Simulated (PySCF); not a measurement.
One molecule, a ladder of functionals, a line

Molecule: `O[SiH2]N[SiH3]`, H₇NOSi₂.

Geometry:
| atom | x (Å) | y (Å) | z (Å) |
| --- | --- | --- | --- |
| O1 | -2.520 | 0.061 | 0.421 |
| Si2 | -1.137 | -0.809 | 0.098 |
| N3 | 0.287 | -0.166 | 0.851 |
| Si4 | 1.664 | 0.621 | 0.130 |
| H5 | -2.520 | 0.979 | 0.132 |
| H6 | -0.835 | -0.838 | -1.364 |
| H7 | -1.449 | -2.161 | 0.631 |
| H8 | 0.319 | -0.255 | 1.865 |
| H9 | 1.405 | 0.714 | -1.337 |
| H10 | 2.934 | -0.137 | 0.360 |
| H11 | 1.867 | 1.999 | 0.680 |

GIAO shieldings (ppm, equivalent atoms averaged) in PySCF 2.14.0 with density-fitted response routines on the PBE0-D3(BJ)/def2-SVP geometry, basis pcSseg-2, gas phase, non-relativistic:

```tsv
functional	exact exchange (%)	σ(O1)	σ(Si2)	σ(Si4)	σ(N3)
BLYP	0	249.0	344.3	370.7	210.8
BP86	0	251.9	350.1	377.6	216.5
PBE	0	251.4	350.1	379.0	216.2
B3LYP	20	257.9	357.6	382.6	218.5
PBE0	25	262.4	367.4	393.9	225.2
BHandHLYP	50	268.2	378.5	401.0	227.2
HF	100	282.1	417.7	435.7	240.1
```

(1) Fit each shielding as a line in the percentage of exact exchange.

(2) What does the line predict for mPW1PW91 (25 %), and what does the run give?

Results:

(1) σ(O1) = 251.6 + 0.32 x (rms 1.6 ppm); σ(Si2) = 347.4 + 0.69 x (rms 2.9 ppm); σ(Si4) = 375.1 + 0.59 x (rms 3.6 ppm); σ(N3) = 215.0 + 0.26 x (rms 2.4 ppm). The functionals also differ in their semilocal parts, which the line can't hold; Hartree–Fock has no correlation at all.

(2) σ(O1): 259.6 predicted, 262.7 computed; σ(Si2): 364.6 predicted, 367.2 computed; σ(Si4): 389.9 predicted, 392.7 computed; σ(N3): 221.5 predicted, 225.0 computed ppm.
